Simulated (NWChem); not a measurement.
Molecule: BeNH$_{2}$Cl; SMILES [NH2][Be][Cl]

```xyz
5

Be     0.0007    -0.5436     0.0000
Cl     0.0000     1.2752     0.0000
N      0.0005    -2.0362     0.0000
H     -0.0035    -2.6251    -0.8260
H     -0.0035    -2.6251     0.8260
```
Atoms are numbered in this order, from 1.

The geometry was optimised at PBE0/def2-SVP.

Symmetry labels are those of Cs in the frame above (b1 and b2, or b-type labels, depend on it).

### Question
List the 6 lowest vertical singlet excitations and the 6 lowest triplet ones from PBE/def2-SVP, TDA (NWChem).

### Answer
```json
[
 {"state": "S1", "energy (eV)": "5.55", "oscillator strength": "0.047", "symmetry": "a'", "leading excitation (squared amplitude)": "HOMO → LUMO (0.99)"},
 {"state": "S2", "energy (eV)": "5.58", "oscillator strength": "0.000", "symmetry": "a\"", "leading excitation (squared amplitude)": "HOMO → LUMO+1 (1.00)"},
 {"state": "S3", "energy (eV)": "7.15", "oscillator strength": "0.053", "symmetry": "a\"", "leading excitation (squared amplitude)": "HOMO−1 → LUMO (1.00)"},
 {"state": "S4", "energy (eV)": "7.21", "oscillator strength": "0.093", "symmetry": "a'", "leading excitation (squared amplitude)": "HOMO−2 → LUMO (0.99)"},
 {"state": "S5", "energy (eV)": "7.33", "oscillator strength": "0.000", "symmetry": "a\"", "leading excitation (squared amplitude)": "HOMO−2 → LUMO+1 (1.00)"},
 {"state": "S6", "energy (eV)": "7.61", "oscillator strength": "0.002", "symmetry": "a'", "leading excitation (squared amplitude)": "HOMO−1 → LUMO+1 (0.60)"},
 {"state": "T1", "energy (eV)": "5.17", "oscillator strength": "spin-forbidden", "symmetry": "a'", "leading excitation (squared amplitude)": "HOMO → LUMO (1.00)"},
 {"state": "T2", "energy (eV)": "5.45", "oscillator strength": "spin-forbidden", "symmetry": "a\"", "leading excitation (squared amplitude)": "HOMO → LUMO+1 (1.00)"},
 {"state": "T3", "energy (eV)": "6.02", "oscillator strength": "spin-forbidden", "symmetry": "a'", "leading excitation (squared amplitude)": "HOMO → LUMO+2 (0.98)"},
 {"state": "T4", "energy (eV)": "6.87", "oscillator strength": "spin-forbidden", "symmetry": "a'", "leading excitation (squared amplitude)": "HOMO−1 → LUMO+1 (0.98)"},
 {"state": "T5", "energy (eV)": "6.92", "oscillator strength": "spin-forbidden", "symmetry": "a\"", "leading excitation (squared amplitude)": "HOMO−1 → LUMO (0.99)"},
 {"state": "T6", "energy (eV)": "6.93", "oscillator strength": "spin-forbidden", "symmetry": "a'", "leading excitation (squared amplitude)": "HOMO−2 → LUMO (0.99)"}
]
```
